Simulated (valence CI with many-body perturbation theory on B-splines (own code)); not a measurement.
# I XXXIX: key properties

Level of theory: relativistic CI+MBPT: five valence electrons over a frozen Dirac-Fock core [Ne], radial functions for each j: 9 s, 9 p, 8 d, 6 f, 3 g, 1 h, with the one-electron correlation potential Σ1, the two-electron term Σ2, the three-electron term Σ3, Breit, model QED; selected CI, second order for the rest (own B-spline code, finite nucleus).

The last digits are not significant, and no measured levels were compared; by estimate large intervals hold to a few tenths of a per cent, small ones and those within an open d or f shell to about a per cent. Among the levels kept, up to 530 cm⁻¹ of a level comes from second order outside the variational space, and about a tenth of that is noise between levels of different J, which matters for small intervals.

Levels are named by their leading jj configuration (3d3/2^4 stands for four electrons in 3d with j = 3/2), which in mixed levels can hold well under half, so a name can repeat and another be missing.

Rates and lifetimes use the calculated energies. Strong lines usually hold to 10 to 20 %, long lifetimes can be off by a factor of two.

Task: What is the ground level?

Result: (3s^2 3p1/2^2 3p3/2) J=3/2, composition 43 % 3s²3p³ ²P° + 31 % 3s²3p³ ⁴S° + 24 % 3s²3p³ ²D°, g = 1.406.

Task: How well does LS coupling describe the low levels?

Result: Among the lowest 20 levels the leading LS term, summed over configurations, holds 52 % on average. For single configurations the figures are 47 % in LS and 84 % in jj coupling. Terms mix most in the J = 5/2 level at 1442100 cm⁻¹, where the leading one holds 26 %.

Task: Name the longest-lived excited levels whose lifetime is computed, and their main decay.

Result: (3s^2 3p1/2 3p3/2^2) J=5/2 at 585600 cm⁻¹ lives 1.83 μs, mostly by M1 to (3s^2 3p1/2^2 3p3/2) J=3/2; (3s^2 3p1/2 3p3/2^2) J=1/2 at 664680 cm⁻¹ lives 431 ns, mostly by M1 to (3s^2 3p1/2^2 3p3/2) J=3/2; (3s^2 3p1/2 3p3/2^2) J=3/2 at 521360 cm⁻¹ lives 343 ns, mostly by M1 to (3s^2 3p1/2^2 3p3/2) J=3/2. The lifetime of (3s^2 3p1/2 3p3/2 3d5/2) J=9/2 is too uncertain to give, and may be longer.

Task: What is the ionisation energy?

Result: 2682.1 eV; NIST lists 2680 ± 4 eV (theoretical).

Task: Among levels below 2841800 cm⁻¹, which E1 lines absorb most strongly from the ground level?

Result: to (3s^2 3p1/2 3p3/2 3d3/2) J=3/2 at 5.097 nm, f = 0.274; to (3s^2 3p1/2 3p3/2 3d3/2) J=5/2 at 5.195 nm, f = 0.250; to (3s^2 3p1/2 3p3/2 3d3/2) J=1/2 at 5.109 nm, f = 0.0923.

Task: What are the static dipole polarisabilities of the lowest levels?

Result: (3s^2 3p1/2^2 3p3/2) J=3/2 0.0139 (tensor 0.0011); (3s^2 3p1/2 3p3/2^2) J=3/2 0.0154 (tensor 0.00027); (3s^2 3p1/2 3p3/2^2) J=5/2 0.0153 bohr³, of which the core gives 0.000205.

Task: Where does the other parity begin?

Result: At (3s^2 3p1/2^2 3d3/2) J=3/2, 1192000 cm⁻¹.
